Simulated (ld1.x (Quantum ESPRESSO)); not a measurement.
Ga: TM pseudisation with PBE, scalar-relativistic reference atom.

Input for ld1.x (Quantum ESPRESSO) 7.5:

```
&input
   title='Ga', zed=31., rel=1, dft='PBE', iswitch=3,
   config='[Ar] 3d10 4s2 4p0',
   nld=3, rlderiv=2.70, eminld=-4.0, emaxld=5.0, deld=0.02
 /
 &inputp
   pseudotype=2, tm=.true., lloc=2,
   nlcc=.true., new_core_ps=.true., rcore=0.55,
   file_pseudopw='Ga.UPF', file_wfcaegen='ae.wfc', file_wfcncgen='nc.wfc', file_beta='beta', file_chi='chi'
 /
3
4S  1  0   2.00   0.00  1.60  1.60  0.0
4P  2  1   0.00   0.00  2.50  2.50  0.0
3D  3  2  10.00   0.00  1.10  1.10  0.0
 &test
   configts(1)='3d10 4s2 4p0'
 /
```

Command:

```bash
ld1.x < Ga.in > Ga.out
```

The program printed (shortened: banner, matrices, multipoles, cross overlaps and the repeated all-electron block are left out):

```
Program LD1 v.7.5
     --------------------------- All-electron run ----------------------------

     Ga
     scalar relativistic calculation

     atomic number is 31.00
     dft =PBE   lsd =0 sic =0 latt =0  beta=0.20 tr2=1.0E-14
     Exchange-correlation= PBE
                           (   1   4   3   4   0   0   0)
     mesh =1205 r(mesh) = 101.09016 a.u. xmin = -7.00 dx = 0.01250
     1 Ry =  13.60569312 eV, c = 137.03599908

     n l     nl                  e(Ry)          e(Ha)          e(eV)
     1 0     1S 1( 2.00)      -752.5018      -376.2509    -10238.3081
     2 0     2S 1( 2.00)       -93.3869       -46.6935     -1270.5938
     2 1     2P 1( 6.00)       -81.3714       -40.6857     -1107.1147
     3 0     3S 1( 2.00)       -11.4956        -5.7478      -156.4063
     3 1     3P 1( 6.00)        -7.8749        -3.9375      -107.1435
     3 2     3D 1(10.00)        -2.0155        -1.0077       -27.4221
     4 0     4S 1( 2.00)        -1.2003        -0.6002       -16.3315
     4 1     4P 1( 0.00)        -0.6665        -0.3332        -9.0678

     final scf error:  8.6E-16 reached in  30 iterations

     Etot =   -3887.461073 Ry,   -1943.730537 Ha,  -52891.602393 eV

     Ekin =    3953.595456 Ry,    1976.797728 Ha,   53791.406505 eV
     Encl =   -9350.328861 Ry,   -4675.164431 Ha, -127217.705088 eV
     Eh   =    1659.851181 Ry,     829.925591 Ha,   22583.425801 eV
     Exc  =    -150.578849 Ry,     -75.289425 Ha,   -2048.729611 eV

     normalization and overlap integrals

     s(1S/1S) =  1.000000  <r> =   0.0486  <r2> =    0.0032  r(max) =   0.0319
     s(2S/2S) =  1.000000  <r> =   0.2178  <r2> =    0.0560  r(max) =   0.1833
     s(2P/2P) =  1.000000  <r> =   0.1907  <r2> =    0.0446  r(max) =   0.1464
     s(3S/3S) =  1.000000  <r> =   0.6519  <r2> =    0.4907  r(max) =   0.5647
     s(3P/3P) =  1.000000  <r> =   0.6792  <r2> =    0.5443  r(max) =   0.5647
     s(3D/3D) =  1.000000  <r> =   0.8075  <r2> =    0.8524  r(max) =   0.5305
     s(4S/4S) =  1.000000  <r> =   2.2170  <r2> =    5.6519  r(max) =   1.8515
     s(4P/4P) =  1.000000  <r> =   2.8611  <r2> =    9.5287  r(max) =   2.3187

     ------------------------ End of All-electron run ------------------------

     --------------------- Generating NC pseudopotential ---------------------

      Generating local pot.: lloc=2, matching radius rcloc =   1.1000

      Computing core charge for nlcc:

       r > 0.55 : true rho core
      Core charge pseudized with two Bessel functions
      Integrated core pseudo-charge :   9.08

      Wfc   4S  rcut= 1.594  Using Troullier-Martins method

      Wfc   4P  rcut= 2.499  Using Troullier-Martins method

     ------------------- End of pseudopotential generation -------------------

     Computing logarithmic derivative in   2.71090
     Computing logarithmic derivative in   2.71090
     Computing the partial wave expansion
     R is outside the sphere for l=    0 j= 0.00
     R is outside the sphere for l=    1 j= 0.00
       no projector for channel:   2

     ---------------------- Testing the pseudopotential ----------------------

     Ga
     scalar relativistic calculation

     atomic number is 31.00   valence charge is 13.00
     dft =PBE   lsd =0 sic =0 latt =0  beta=0.20 tr2=1.0E-14
     mesh =1205 r(mesh) = 101.09016 xmin = -7.00 dx = 0.01250

     n l     nl             e AE (Ry)        e PS (Ry)    De AE-PS (Ry)
     3 2     3D   1(10.00)       -2.01549       -2.01550        0.00002
     1 0     4S   1( 2.00)       -1.20034       -1.20034        0.00000
     2 1     4P   1( 0.00)       -0.66647       -0.66647        0.00000

     eps = 4.4E-15  iter = 24

     Etot =   -3887.461073 Ry,   -1943.730537 Ha,  -52891.602393 eV
     Etotps =  -173.804209 Ry,     -86.902105 Ha,   -2364.726734 eV

     Ekin =     210.980839 Ry,     105.490420 Ha,    2870.540554 eV
     Encl =    -471.448848 Ry,    -235.724424 Ha,   -6414.388344 eV
     Ehrt =     134.054190 Ry,      67.027095 Ha,    1823.900173 eV
     Ecxc =     -49.003243 Ry,     -24.501622 Ha,    -666.723092 eV
     (Ecc =     -20.312825 Ry,     -10.156413 Ha,    -276.370068 eV)
     Epseu=       1.612852 Ry,       0.806426 Ha,      21.943976 eV

     ---------------------- End of pseudopotential test ----------------------
```

Note: ghost states, extra bound levels that the all-electron valence spectrum of the same l lacks: s at -430.9 eV, p at -177.8 eV. A true bound ghost makes a file unfit for plane-wave use.

Generation and configuration tests took about 1.6 s on one core of a shared server CPU.

Transferability test of the new file with ld1.x, input:

```
&input
   title='Ga', zed=31., rel=1, dft='PBE', iswitch=2,
   config='[Ar] 3d10 4s2 4p0'
 /
 &test
   file_pseudo='Ga.UPF', nconf=8,
   configts(1)='3d10 4s2 4p0',
   configts(2)='3d10 4s2 4p1',
   configts(3)='3d10 4s1 4p0',
   configts(4)='3d10 4s0 4p0',
   configts(5)='3d9 4s2 4p2',
   configts(6)='3d10 4s1 4p2',
   configts(7)='3d10 4s2 4p1.3',
   configts(8)='3d9 4s0 4p0'
 /
```

```bash
ld1.x < Ga.test.in > Ga.test.out
```

Pseudopotential blocks of its output, shortened (energy terms left out; the distinct warnings before each block abridged to one line each):

```
     ---------------------- Testing the pseudopotential ----------------------

     n l     nl             e AE (Ry)        e PS (Ry)    De AE-PS (Ry)
     3 2     3D   1(10.00)       -2.01549       -2.01550        0.00002
     1 0     4S   1( 2.00)       -1.20034       -1.20034        0.00000
     2 1     4P   1( 0.00)       -0.66647       -0.66647        0.00000

     eps = 4.9E-15  iter = 24

     Etot =   -3887.461073 Ry,   -1943.730537 Ha,  -52891.602393 eV
     Etotps =  -173.804209 Ry,     -86.902105 Ha,   -2364.726735 eV

     ---------------------- End of pseudopotential test ----------------------

          ---------------------- Testing the pseudopotential ----------------------

     n l     nl             e AE (Ry)        e PS (Ry)    De AE-PS (Ry)
     3 2     3D   1(10.00)       -1.40782       -1.41145        0.00362
     1 0     4S   1( 2.00)       -0.65769       -0.65771        0.00002
     2 1     4P   1( 1.00)       -0.18956       -0.18960        0.00004

     eps = 2.0E-15  iter = 21

     Etot =   -3887.879138 Ry,   -1943.939569 Ha,  -52897.290452 eV
     Etotps =  -174.222318 Ry,     -87.111159 Ha,   -2370.415393 eV
     dEtot_ae =      -0.418065 Ry
     dEtot_ps =      -0.418109 Ry,   Delta E=       0.000044 Ry

     ---------------------- End of pseudopotential test ----------------------

          ---------------------- Testing the pseudopotential ----------------------

     n l     nl             e AE (Ry)        e PS (Ry)    De AE-PS (Ry)
     3 2     3D   1(10.00)       -2.89274       -2.88579       -0.00695  !
     1 0     4S   1( 1.00)       -1.91606       -1.91732        0.00126
     2 1     4P   1( 0.00)       -1.30377       -1.30500        0.00123

     eps = 6.9E-15  iter = 17

     Etot =   -3885.908206 Ry,   -1942.954103 Ha,  -52870.474558 eV
     Etotps =  -172.250723 Ry,     -86.125361 Ha,   -2343.590474 eV
     dEtot_ae =       1.552867 Ry
     dEtot_ps =       1.553487 Ry,   Delta E=      -0.000619 Ry

     ---------------------- End of pseudopotential test ----------------------

          ---------------------- Testing the pseudopotential ----------------------

     n l     nl             e AE (Ry)        e PS (Ry)    De AE-PS (Ry)
     3 2     3D   1(10.00)       -3.85756       -3.84583       -0.01173  !
     1 0     4S   1( 0.00)       -2.68834       -2.69415        0.00581  !
     2 1     4P   1( 0.00)       -1.99942       -2.00541        0.00599  !

     eps = 5.3E-15  iter = 13

     Etot =   -3883.609747 Ry,   -1941.804873 Ha,  -52839.202424 eV
     Etotps =  -169.948917 Ry,     -84.974459 Ha,   -2312.272816 eV
     dEtot_ae =       3.851327 Ry
     dEtot_ps =       3.855292 Ry,   Delta E=      -0.003965 Ry

     ---------------------- End of pseudopotential test ----------------------

          ---------------------- Testing the pseudopotential ----------------------

     n l     nl             e AE (Ry)        e PS (Ry)    De AE-PS (Ry)
     3 2     3D   1( 9.00)       -2.06260       -2.11820        0.05560  !
     1 0     4S   1( 2.00)       -0.83426       -0.83145       -0.00281
     2 1     4P   1( 2.00)       -0.28571       -0.28311       -0.00260

     eps = 1.4E-15  iter = 22

     Etot =   -3886.386008 Ry,   -1943.193004 Ha,  -52876.975387 eV
     Etotps =  -172.700320 Ry,     -86.350160 Ha,   -2349.707555 eV
     dEtot_ae =       1.075065 Ry
     dEtot_ps =       1.103889 Ry,   Delta E=      -0.028824 Ry

     ---------------------- End of pseudopotential test ----------------------

          ---------------------- Testing the pseudopotential ----------------------

     n l     nl             e AE (Ry)        e PS (Ry)    De AE-PS (Ry)
     3 2     3D   1(10.00)       -1.54605       -1.54785        0.00180
     1 0     4S   1( 1.00)       -0.73819       -0.73819        0.00000
     2 1     4P   1( 2.00)       -0.24611       -0.24613        0.00002

     eps = 2.4E-15  iter = 23

     Etot =   -3887.398627 Ry,   -1943.699314 Ha,  -52890.752772 eV
     Etotps =  -173.741786 Ry,     -86.870893 Ha,   -2363.877423 eV
     dEtot_ae =       0.062446 Ry
     dEtot_ps =       0.062423 Ry,   Delta E=       0.000023 Ry

     ---------------------- End of pseudopotential test ----------------------

          ---------------------- Testing the pseudopotential ----------------------

     n l     nl             e AE (Ry)        e PS (Ry)    De AE-PS (Ry)
     3 2     3D   1(10.00)       -1.26683       -1.27087        0.00404
     1 0     4S   1( 2.00)       -0.52577       -0.52581        0.00004
     2 1     4P   1( 1.30)       -0.07511       -0.07517        0.00006

     eps = 4.0E-15  iter = 23

     Etot =   -3887.918382 Ry,   -1943.959191 Ha,  -52897.824395 eV
     Etotps =  -174.261580 Ry,     -87.130790 Ha,   -2370.949587 eV
     dEtot_ae =      -0.457309 Ry
     dEtot_ps =      -0.457371 Ry,   Delta E=       0.000062 Ry

     ---------------------- End of pseudopotential test ----------------------

          Warning: n=1, l=0 expected 0 nodes, found 1
     Warning: n=2, l=1 expected 0 nodes, found 1
     ---------------------- Testing the pseudopotential ----------------------

     n l     nl             e AE (Ry)        e PS (Ry)    De AE-PS (Ry)
     3 2     3D   1( 9.00)       -5.56487       -5.60354        0.03866  !
     1 0     4S   1( 0.00)       -3.74360       -4.03498        0.29137  !
     2 1     4P   1( 0.00)       -2.94776       -3.56734        0.61958  !

     eps = 3.9E-15  iter = 14

     Etot =   -3878.914899 Ry,   -1939.457449 Ha,  -52775.325765 eV
     Etotps =  -165.242634 Ry,     -82.621317 Ha,   -2248.240565 eV
     dEtot_ae =       8.546175 Ry
     dEtot_ps =       8.561576 Ry,   Delta E=      -0.015401 Ry

     ---------------------- End of pseudopotential test ----------------------
```
